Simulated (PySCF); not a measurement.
**Dipole polarisabilities along the 5p block**

Calculated with PySCF 2.14 for the ground configurations, without spin-orbit coupling: coupled response for Hartree-Fock and DFT. Mean α in bohr³, C₆ of like pairs in atomic units.

```csv
species,α UHF,α PBE,α PBE0,α recommended (Schwerdtfeger and Nagle),C₆ UHF,C₆ PBE,C₆ PBE0
"In [Kr] 4d10 5s2 5p1 (x2c-QZVPPall with one added diffuse shell each of s, p, d, f type, spin-free X2C)",74.53,80.12,75.02,65 ± 4,806.3,824.2,778.8
"Sn [Kr] 4d10 5s2 5p2 (x2c-QZVPPall with one added diffuse shell each of s, p, d, f type, spin-free X2C)",57.17,62.11,58.74,53 ± 6,638.3,682.2,644.8
"Sb [Kr] 4d10 5s2 5p3 (x2c-QZVPPall with one added diffuse shell each of s, p, d, f type, spin-free X2C)",44.08,47.98,45.67,43 ± 2,488.7,530.4,503.0
"Te [Kr] 4d10 5s2 5p4 (x2c-QZVPPall with one added diffuse shell each of s, p, d, f type, spin-free X2C)",38.12,41.46,39.60,38 ± 4,419.4,458.8,435.9
"I [Kr] 4d10 5s2 5p5 (x2c-QZVPPall with one added diffuse shell each of s, p, d, f type, spin-free X2C)",31.88,34.60,n/a,32.9 ± 1.3,345.4,378.1,n/a
"Xe [Xe] (x2c-QZVPPall with one added diffuse shell each of s, p, d, f type, spin-free X2C)",26.63,28.65,27.63,27.32 ± 0.2,283.0,307.8,295.0
```

Hartree-Fock lacks correlation. PBE lies above the recommended values here, as self-interaction makes its density too diffuse. All values carry a basis error, and heavy open shells lack spin-orbit coupling.
